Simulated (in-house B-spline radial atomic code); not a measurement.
A calculation on Nd II (Nd+): its settings, and results tabulated from the run. All numbers are computed (scalar-relativistic (X2C) AM05, spin-polarised, spherical fractional occupations; Fermi nucleus of rms radius 4.9123 fm) with an all-electron radial atomic-structure program (B-spline basis), not measured.

Command:
```bash
python run_scf.py task.json out
```
Settings (nuclear radius in fm, mass in u):
```
Z                60
configuration    [Xe] 4f4 6s1
hamiltonian      x2c
method           am05
spin_polarised   True
nucleus          fermi
rms_radius       4.9123
atomic_mass      141.90773
speed_of_light   137.035999084
```

Output (hartree, bohr):
```
 radial grid: 81 intervals, B-splines of order 8, outer radius 60 bohr

 iter        energy (Eh)    residual
    1       -9599.959796    5.26e-01
    2       -9601.764756    6.79e-01
    3       -9615.422836    1.12e-01
    4       -9615.769415    3.73e-02
    5       -9615.804225    2.44e-02
    6       -9615.813060    4.91e-03
    7       -9615.814240    2.60e-03
    8       -9615.814505    2.93e-04
    9       -9615.814508    2.13e-05
   10       -9615.814508    9.45e-07
   11       -9615.814508    7.35e-08

 total energy                     -9615.81451
 kinetic                           10370.4285
 electron-nucleus                 -23496.5856
 Hartree                            3728.1517
 exchange-correlation               -217.8092

 orbital      occ     eigenvalue          <r>       <r^2>       <1/r>       r_max
 1s up      1.000     -1589.7459    0.0229692 0.000727308     70.2261      0.0143
 1s down    1.000     -1589.7454    0.0229692 0.000727309     70.2261      0.0143
 2s up      1.000      -257.3486     0.100427   0.0119647     16.1298     0.08545
 2s down    1.000      -257.3474     0.100426   0.0119645     16.1299     0.08545
 2p up      3.000      -230.4917    0.0884454   0.0095641     14.4911     0.06853
 2p down    3.000      -230.4909    0.0884445  0.00956385     14.4911     0.06853
 3s up      1.000       -55.9994     0.266341   0.0811892     5.76114      0.2442
 3s down    1.000       -55.9581     0.266212   0.0811089     5.76457      0.2441
 3p up      3.000       -47.4954     0.264332   0.0810864      5.2946      0.2389
 3p down    3.000       -47.4544     0.264176   0.0809888     5.29794      0.2388
 3d up      5.000       -35.5133     0.241921   0.0689353     4.98699       0.196
 3d down    5.000       -35.4812     0.241732   0.0688181      4.9901      0.1959
 4s up      1.000       -11.3265      0.60801    0.417519     2.37745      0.5659
 4s down    1.000       -11.2219      0.60776    0.417155     2.37798      0.5657
 4p up      3.000        -8.5328     0.643484    0.471249     2.15543      0.5902
 4p down    3.000        -8.4273     0.643178    0.470809     2.15611        0.59
 4d up      5.000        -4.5246     0.708057     0.58219     1.87408      0.6194
 4d down    5.000        -4.4177     0.708004    0.582363     1.87436       0.619
 5s up      1.000        -1.7280      1.46777     2.42419    0.911648       1.317
 5s down    1.000        -1.6573      1.48248      2.4726    0.899825       1.327
 5p up      3.000        -1.0499      1.71651     3.34799     0.76378       1.492
 5p down    3.000        -0.9938      1.73557     3.41965    0.752297       1.509
 4f up      4.000        -0.3158      1.08676     1.62565     1.25893      0.6633
 6s up      1.000        -0.3151      3.95998     17.5484    0.317849       3.532
```

Time taken, with all properties: 0.38 s on 1 thread of Arm Neoverse V2, with other jobs on the host.

One-electron X2C: radii and densities carry no picture-change correction, so inner-shell <1/r> comes out high (for 1s by about 2 % at Z = 33, 5 % at 54, 10 % at 75, 30 % at 118) and <r> low.
